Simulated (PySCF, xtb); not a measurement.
H3OSi, SMILES [O][SiH3], multiplicity 2.

Harmonic wavenumbers (cm⁻¹) from GFN2-xTB (xtb 6.7.1) at its own minimum, in rising order: 158, 196, 517, 525, 696, 1223, 1870, 1887, 2006.

Problem. What does PBE-D3(BJ)/def2-TZVP (PySCF) give at its own minimum? (Estimate from the structure and the level; the computed values follow.)

Solution. 473, 541, 787, 793, 849, 956, 2014, 2138, 2140. Paired by order, the mean absolute difference is 239 cm⁻¹ and the zero-point energies are 13.0 and 15.3 kcal/mol.
